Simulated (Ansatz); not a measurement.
`[SeH]CCCCc1ccc(-c2ccc(-c3cccs3)s2)s1` was relaxed with r2SCAN-D4 (def2-SVP) in Ansatz in these states: charge +1 doublet, charge -1 doublet, neutral singlet. The geometries follow in no particular order.

A:

| atom | x (Å) | y (Å) | z (Å) |
| --- | --- | --- | --- |
| Se1 | 4.4388 | 4.3671 | -0.0832 |
| C2 | 3.1851 | 5.4254 | 1.0132 |
| C3 | 1.7452 | 5.4634 | 0.5104 |
| C4 | 1.0726 | 4.1095 | 0.2898 |
| C5 | 1.0471 | 3.2200 | 1.5396 |
| C6 | 0.2965 | 1.9407 | 1.3496 |
| C7 | -0.8677 | 1.5200 | 1.9576 |
| C8 | -1.3129 | 0.2470 | 1.5169 |
| C9 | -0.4872 | -0.3195 | 0.5580 |
| C10 | -0.6075 | -1.5865 | -0.1181 |
| C11 | 0.2526 | -2.1783 | -1.0347 |
| C12 | -0.1946 | -3.4334 | -1.4997 |
| C13 | -1.4043 | -3.8302 | -0.9450 |
| C14 | -2.1372 | -5.0501 | -1.1873 |
| C15 | -1.6912 | -6.2068 | -1.8141 |
| C16 | -2.6847 | -7.2157 | -1.8961 |
| C17 | -3.8814 | -6.8352 | -1.3314 |
| S18 | -3.8044 | -5.2304 | -0.7061 |
| S19 | -1.9836 | -2.6200 | 0.1712 |
| S20 | 0.8485 | 0.7503 | 0.2071 |
| H21 | 4.2311 | 5.1662 | -1.3022 |
| H22 | 3.2587 | 4.9573 | 2.0075 |
| H23 | 3.5934 | 6.4425 | 1.1072 |
| H24 | 1.7085 | 6.0378 | -0.4322 |
| H25 | 1.1590 | 6.0503 | 1.2442 |
| H26 | 1.5912 | 3.5700 | -0.5219 |
| H27 | 0.0376 | 4.2736 | -0.0554 |
| H28 | 0.5780 | 3.7634 | 2.3789 |
| H29 | 2.0841 | 2.9952 | 1.8503 |
| H30 | -1.3840 | 2.1202 | 2.7107 |
| H31 | -2.2105 | -0.2515 | 1.8900 |
| H32 | 1.1809 | -1.7024 | -1.3600 |
| H33 | 0.3397 | -4.0346 | -2.2378 |
| H34 | -0.6700 | -6.3222 | -2.1822 |
| H35 | -2.5221 | -8.1963 | -2.3485 |
| H36 | -4.8055 | -7.4067 | -1.2465 |

B:

```xyz
36

Se   -1.706   -5.045   -2.949
C    -1.441   -6.046   -1.270
C    -0.157   -5.720   -0.513
C     0.119   -4.240   -0.259
C    -1.051   -3.516    0.436
C    -0.749   -2.100    0.772
C    -0.551   -1.534    2.034
C    -0.241   -0.171    1.992
C    -0.193    0.342    0.683
C     0.083    1.666    0.267
C     0.102    2.187   -1.046
C     0.409    3.539   -1.099
C     0.639    4.112    0.172
C     0.975    5.463    0.456
C     1.131    6.513   -0.466
C     1.470    7.730    0.145
C     1.569    7.623    1.525
S     1.251    6.035    2.086
S     0.457    2.917    1.430
S    -0.537   -0.922   -0.480
H    -0.465   -5.529   -3.579
H    -2.341   -5.802   -0.684
H    -1.496   -7.118   -1.506
H     0.704   -6.144   -1.058
H    -0.199   -6.260    0.451
H     0.323   -3.730   -1.217
H     1.029   -4.140    0.356
H    -1.326   -4.039    1.367
H    -1.931   -3.546   -0.233
H    -0.640   -2.116    2.953
H    -0.057    0.445    2.876
H    -0.107    1.573   -1.924
H     0.471    4.114   -2.024
H     1.002    6.386   -1.542
H     1.636    8.664   -0.393
H     1.817    8.408    2.242
```

C:

```xyz
36

Se    5.535   -1.211    3.045
C     4.485   -0.532    4.573
C     3.743    0.777    4.325
C     2.724    0.774    3.186
C     1.598   -0.261    3.348
C     0.521   -0.156    2.321
C    -0.793    0.254    2.465
C    -1.538    0.281    1.265
C    -0.799   -0.110    0.133
C    -1.192   -0.203   -1.223
C    -0.450   -0.597   -2.354
C    -1.163   -0.565   -3.554
C    -2.502   -0.142   -3.425
C    -3.485    0.005   -4.435
C    -3.384   -0.226   -5.822
C    -4.580    0.029   -6.527
C    -5.623    0.460   -5.728
S    -5.123    0.552   -4.058
S    -2.841    0.218   -1.723
S     0.852   -0.518    0.630
H     6.387   -0.012    2.957
H     3.787   -1.357    4.787
H     5.165   -0.448    5.434
H     4.483    1.582    4.158
H     3.227    1.034    5.272
H     3.236    0.599    2.224
H     2.269    1.776    3.113
H     1.131   -0.138    4.344
H     2.043   -1.278    3.338
H    -1.207    0.528    3.441
H    -2.589    0.570    1.197
H     0.598   -0.900   -2.275
H    -0.736   -0.841   -4.521
H    -2.459   -0.571   -6.290
H    -4.679   -0.098   -7.610
H    -6.641    0.726   -6.010
```

**Question.** Judge from the bond lengths which geometry belongs to which state (an estimate).

**Answer.** A is the neutral singlet (C17–S18 1.724 Å, C6–S20 1.740 Å, C10–S19 1.745 Å); B is the charge +1 doublet (C17–S18 1.714 Å, C6–S20 1.732 Å, C10–S19 1.748 Å); C is the charge -1 doublet (C17–S18 1.745 Å, C6–S20 1.761 Å, C10–S19 1.774 Å).

At r2SCAN-D4/def2-SVP the gap within one spin of the relaxed charge 1 doublet nearly closes, so an electron or hole may be smeared out by delocalisation error. At r2SCAN-D4/def2-SVP the highest occupied level of the relaxed charge -1 doublet lies above zero (up to 1.07 eV). By energy differences its removal costs 0.62 eV (each at its own geometry, to the charge 0 singlet, at PBE0-D4/def2-TZVP).
